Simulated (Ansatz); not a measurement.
Problem. Name a neutral molecule of B, C, Si and H with LUMO energy (PBE0/def2-TZVPP) between -1.10 and -0.80 eV and HOMO energy (PBE/def2-TZVPP) between -6.15 and -5.85 eV (Ansatz, PBE0-D4/def2-TZVP geometry).

Solution. `BC[SiH]1CC1` (-0.92 eV, -5.90 eV). Other molecules can fit too; these were computed, each in one conformer that needn't be the lowest.
